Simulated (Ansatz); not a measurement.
Compare A (`O[SiH2]OC[SiH3]`) with its isomer B (`O[SiH2]C[SiH2]O`).

Calculated with Ansatz (gas phase, PBE0-D4/def2-TZVP geometries, no zero-point term in ΔE). CCSD(T)/CBS is the MP2 limit (def2-TZVPP, def2-QZVPP) plus CCSD(T) − MP2 in def2-TZVPP, frozen cores. Functionals use def2-TZVPP. B3LYP here is the variant with VWN-RPA as its local correlation; programs differ in this. Each species was taken in one conformer, which may not be the lowest.

A:

Z-matrix (Å, degrees):
```
Si
O 1 1.640
O 1 1.634 2 109.4
H 1 1.479 2 112.3 3 -115.8
H 1 1.492 2 106.8 3 122.2
C 2 1.419 1 125.5 3 -148.9
H 3 0.958 1 117.8 2 55.6
Si 6 1.893 2 110.9 1 -99.6
H 6 1.095 2 108.1 1 139.8
H 6 1.099 2 111.3 1 23.2
H 8 1.487 6 109.3 2 61.1
H 8 1.489 6 109.4 2 -179.3
H 8 1.485 6 110.1 2 -58.9
```

B:

```xyz
13

O     0.6148   -2.0432   -0.5703
Si    1.2145   -0.9989    0.5470
C     0.8026    0.7686    0.0740
Si   -1.0177    1.0779   -0.0775
O    -1.6301   -0.2389   -0.8938
H    -0.2668   -1.8017   -0.8796
H     0.6548   -1.2501    1.9068
H     2.6818   -1.2165    0.5916
H     1.2957    1.0036   -0.8750
H     1.2082    1.4469    0.8339
H    -1.6532    1.1792    1.2653
H    -1.3368    2.3216   -0.8323
H    -2.5677   -0.2484   -1.0902
```

Task: Which is lower in electronic energy at CCSD(T)/CBS, and by how much? (Best estimate.)

Result: Ansatz gave: B, by 125.5 kJ/mol.

Task: Give E(B) − E(A) in kJ/mol with B2PLYP, MP2/def2-TZVPP, ωB97M-V, B3LYP-D4, CCSD(T)/def2-TZVPP, PBE0-D4, r2SCAN-D4. (An estimate is asked.)

Result: Computed: B2PLYP -117.6, MP2/def2-TZVPP -131.6, ωB97M-V -123.8, B3LYP-D4 -115.0, CCSD(T)/def2-TZVPP -122.1, PBE0-D4 -123.6, r2SCAN-D4 -124.8. None reverses the order clearly.

Largest T1 diagnostic: 0.012.

In def2-TZVPP, CCSD(T) changes the Hartree–Fock value by −16.4 kJ/mol (the triples alone add −1.5 kJ/mol) and MP2 by −25.8 kJ/mol. The D4 term adds −4.7 kJ/mol with B3LYP and −2.3 kJ/mol with PBE0; it sums over pairs of atoms, weighted by their polarisabilities, and B3LYP, whose exchange is more repulsive, gets the larger term.
